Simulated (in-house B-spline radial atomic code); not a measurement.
# How G0W0 and RPA depend on the start: Rb VIII (Rb7+)

Configuration [Ar] 3d10 4s2. Computed with a B-spline radial code for spherical atoms: all electrons, non-relativistic, point nucleus, each spin shell either full or empty, empty states to l = 9 with an (l + 1/2)⁻⁴ tail; G0W0 by contour deformation at full frequency.

Without relativity these are model numbers: it shifts the levels of so heavy an element strongly and can reorder them.

```json
{"start": "Hartree-Fock", "mean-field 4s (eV)": "-128.75", "G0W0 (eV)": "-131.01", "QP weight": "0.980", "RPA correlation (Eh)": "-2.1218"}
{"start": "LDA VWN5", "mean-field 4s (eV)": "-124.04", "G0W0 (eV)": "-131.58", "QP weight": "0.965", "RPA correlation (Eh)": "-2.3013"}
{"start": "PBE", "mean-field 4s (eV)": "-123.49", "G0W0 (eV)": "-131.51", "QP weight": "0.966", "RPA correlation (Eh)": "-2.2975"}
{"start": "PBE0", "mean-field 4s (eV)": "-125.07", "G0W0 (eV)": "-131.37", "QP weight": "0.970", "RPA correlation (Eh)": "-2.2484"}
{"start": "r2SCAN", "mean-field 4s (eV)": "-123.73", "G0W0 (eV)": "-131.46", "QP weight": "0.968", "RPA correlation (Eh)": "-2.267"}
{"start": "HSE06", "mean-field 4s (eV)": "-124.86", "G0W0 (eV)": "-131.40", "QP weight": "0.969", "RPA correlation (Eh)": "-2.2523"}
{"start": "B3LYP (VWN-RPA)", "mean-field 4s (eV)": "-125.12", "G0W0 (eV)": "-131.42", "QP weight": "0.969", "RPA correlation (Eh)": "-2.2592"}
{"start": "SCAN", "mean-field 4s (eV)": "-123.93", "G0W0 (eV)": "-131.45", "QP weight": "0.967", "RPA correlation (Eh)": "-2.2659"}
{"start": "TPSS", "mean-field 4s (eV)": "-123.32", "G0W0 (eV)": "-131.52", "QP weight": "0.966", "RPA correlation (Eh)": "-2.289"}
{"start": "BHandHLYP", "mean-field 4s (eV)": "-126.79", "G0W0 (eV)": "-131.26", "QP weight": "0.974", "RPA correlation (Eh)": "-2.204"}
{"start": "CAM-B3LYP", "mean-field 4s (eV)": "-127.03", "G0W0 (eV)": "-131.34", "QP weight": "0.973", "RPA correlation (Eh)": "-2.2415"}
{"start": "LC-wPBE", "mean-field 4s (eV)": "-128.56", "G0W0 (eV)": "-131.31", "QP weight": "0.975", "RPA correlation (Eh)": "-2.2462"}
{"start": "wB97X", "mean-field 4s (eV)": "-128.10", "G0W0 (eV)": "-131.26", "QP weight": "0.975", "RPA correlation (Eh)": "-2.2342"}
{"start": "PBEsol", "mean-field 4s (eV)": "-123.49", "G0W0 (eV)": "-131.53", "QP weight": "0.966", "RPA correlation (Eh)": "-2.2988"}
{"start": "BLYP", "mean-field 4s (eV)": "-123.69", "G0W0 (eV)": "-131.54", "QP weight": "0.966", "RPA correlation (Eh)": "-2.2989"}
{"start": "r2SCAN0", "mean-field 4s (eV)": "-125.29", "G0W0 (eV)": "?", "QP weight": "?", "RPA correlation (Eh)": "?"}
{"start": "LDA exchange-only", "mean-field 4s (eV)": "-122.37", "G0W0 (eV)": "?", "QP weight": "?", "RPA correlation (Eh)": "?"}
```

**Question.** What G0W0 level, weight and RPA correlation energy follow from the LDA exchange-only start?

**Answer.** G0W0 level -131.60 eV, weight 0.967, RPA correlation -2.3013 hartree.

**Question.** What G0W0 level, weight and RPA correlation energy follow from the r2SCAN0 start?

**Answer.** G0W0 level -131.34 eV, weight 0.971, RPA correlation -2.2277 hartree.

**Question.** How much of the dependence on the start does G0W0 remove?

**Answer.** The mean-field levels span 6.39 eV and the G0W0 levels 0.584 eV. Against 132.79 ± 0.25 eV (NIST, semi-empirical) the G0W0 removal energies are off by -1.78 to -1.19 eV, with relativity, Breit and QED terms left out.
